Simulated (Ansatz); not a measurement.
`[NH2][Zn][AlH][F]` + `N[SiH3]` → `[F][AlH][NH][SiH3]` + `[NH2][ZnH]`  (cleavage of the Al–Zn bond)

Gas-phase electronic energies from Ansatz, PBE0-D4/def2-TZVP geometries. CCSD(T)/CBS is the MP2 limit (def2-TZVPP, def2-QZVPP) plus CCSD(T) − MP2 in def2-TZVPP, frozen cores. This one scheme is used for every species. DFT in def2-TZVPP. For Zn outer-core shells are correlated without core-valence functions, which leaves a few kJ/mol of doubt a bond. Scalar relativity is left out up to krypton. Each species was taken in one conformer, which may not be the lowest.

| level | ΔE (kJ/mol) |
| --- | --- |
| PBE-D4 | -60.4 |
| r2SCAN0-D4 | -75.5 |
| PBE-QIDH | -73.8 |
| LC-ωPBE | -72.1 |

Problem. What does CCSD(T)/CBS give? (Best estimate.)

Solution. Computed: -74.2 kJ/mol. The listed levels differ from it by 13.8, -1.3, 0.4, 2.1 kJ/mol.

Largest T1 diagnostic among the species: 0.016.

From BLYP to BHLYP (50 % exact exchange), in def2-TZVPP and without D4, ΔE moves by −9.1 kJ/mol. Leaving LDA and LC-ωPBE aside and taking each functional with its dispersion term where it has one, the values, not all of them listed here, spread over 18.3 kJ/mol, from B97M-V to PBE-D4. LDA lies −10.3 kJ/mol from PBE without D4. In def2-TZVPP, CCSD(T) changes the Hartree–Fock value by −5.6 kJ/mol (the triples alone add −0.7 kJ/mol) and MP2 by −12.6 kJ/mol.
